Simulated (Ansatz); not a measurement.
Consider the redistribution: `C=C[SiH2]S[SiH3]` + `OB(S)Cl` → `C=C[SiH2]B(O)Cl` + `[SiH3]SS`.

Gas-phase electronic energies from Ansatz, PBE0-D4/def2-TZVP geometries. CCSD(T)/CBS adds triple-zeta CCSD(T) − MP2 to the extrapolated MP2 energy (def2 sets, frozen cores). Functionals use def2-TZVPP. B3LYP here is the variant with VWN-RPA as its local correlation; programs differ in this. Each species was taken in one conformer, which may not be the lowest.

`C=C[SiH2]S[SiH3]`:

```xyz
13

C    -1.698   -0.858    0.836
C    -0.435   -0.692    1.221
Si    0.995   -1.143    0.131
S     2.170    0.576   -0.372
Si    0.587    1.799   -1.124
H    -1.947   -1.281   -0.133
H    -2.537   -0.582    1.468
H    -0.238   -0.254    2.198
H     1.947   -2.058    0.810
H     0.451   -1.781   -1.097
H     1.227    2.846   -1.958
H    -0.342    0.988   -1.952
H    -0.179    2.440   -0.027
```

`OB(S)Cl`:

```xyz
6

O    -0.910    0.365    0.594
B    -0.038   -0.170   -0.285
S     1.740   -0.042   -0.041
Cl   -0.610   -1.028   -1.724
H    -1.830    0.227    0.348
H     1.648    0.648    1.108
```

`C=C[SiH2]B(O)Cl`:

```xyz
12

C    -0.336    1.545   -1.284
C    -0.934    1.231   -0.139
Si   -0.582   -0.305    0.856
B     0.880   -1.450    0.035
O     2.028   -1.780    0.656
Cl    0.677   -2.096   -1.597
H     0.410    0.903   -1.743
H    -0.574    2.458   -1.824
H    -1.681    1.921    0.252
H    -1.826   -1.112    1.013
H    -0.161    0.091    2.237
H     2.100   -1.406    1.539
```

`[SiH3]SS`:

Cartesian coordinates in Å:
```
Si 0.794 -0.405 -0.477
S -1.289 0.012 -0.758
S -1.768 0.283 1.232
H 0.966 -1.584 0.406
H 1.472 0.773 0.120
H 1.344 -0.683 -1.830
H -1.519 1.604 1.306
```

```
             level  ΔE (eV)  difference from CCSD(T)/CBS
            PBE-D4     1.91                        -0.14
         r2SCAN-D4     2.08                         0.03
           PBE0-D4     2.02                        -0.03
           ωB97X-V     2.03                        -0.02
           ωB97M-V     2.06                         0.01
            r2SCAN     2.07                         0.02
             B3LYP     1.93                        -0.12
     HF/def2-TZVPP     2.12                         0.07
    MP2/def2-TZVPP     2.22                         0.17
SCS-MP2/def2-TZVPP     2.14                         0.09
   CCSD/def2-TZVPP     2.08                         0.03
     HF/def2-QZVPP     2.11                         0.06
    MP2/def2-QZVPP     2.20                         0.15
SCS-MP2/def2-QZVPP     2.12                         0.07
      HF/CBS(def2)     2.10                         0.05
    CCSD/CBS(def2)     2.05                         0.00
       CCSD(T)/CBS     2.05                            0
```

Largest T1 diagnostic among the species: 0.013.

From PBE to PBE0 (25 % exact exchange), in def2-TZVPP and without D4, ΔE moves by +0.11 eV. The D4 term adds +0.05 eV with B3LYP and +0.02 eV with PBE0; it sums over pairs of atoms, weighted by their polarisabilities, and B3LYP, whose exchange is more repulsive, gets the larger term.

CCSD(T)/CBS has its own doubt, a few kJ/mol and more with outer-core shells, so smaller differences from it don't rank the levels.
